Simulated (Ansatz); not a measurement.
# Worked example: CH3Cl + C2H5Si2 → CH3 + C2H5ClSi2

Species: CH3Cl (chloromethane) `CCl`, singlet; C2H5Si2 `[SiH2]C#C[SiH3]`, doublet; CH3 (methyl radical) `[CH3]`, doublet; C2H5ClSi2 `[SiH3]C#C[SiH2]Cl`, singlet. A radical takes Cl: the energy is the difference in strength between the C–Cl bond broken and the Si–Cl bond made.

Shapes, held fixed at every level: PBE0-D4/def2-TZVP. Programs: Ansatz 0.2.0. Electronic energies: no zero-point or thermal term.

At B2PLYP/def2-TZVPP; 1 Eh = 2625.50 kJ/mol:

| species | energy (Eh) |
| --- | --- |
| CH3Cl | -499.968088 |
| C2H5Si2 | -657.834609 |
| CH3 | -39.811740 |
| C2H5ClSi2 | -1118.027104 |

Task: Work out ΔE of the reaction at this level.

Result: 
1. Products less reactants: (-39.811740) + (-1118.027104) − [(-499.968088) + (-657.834609)] = -0.036147 Eh = -94.9 kJ/mol.

Other levels give -120.3 (HF/def2-SVP) to -52.3 kJ/mol (SPW92/def2-TZVPP). No measured value is set beside it here. Spin contamination: C2H5Si2 (⟨S²⟩ up to 0.88). Open shells run unrestricted. The median of the other levels is -86.5 kJ/mol.
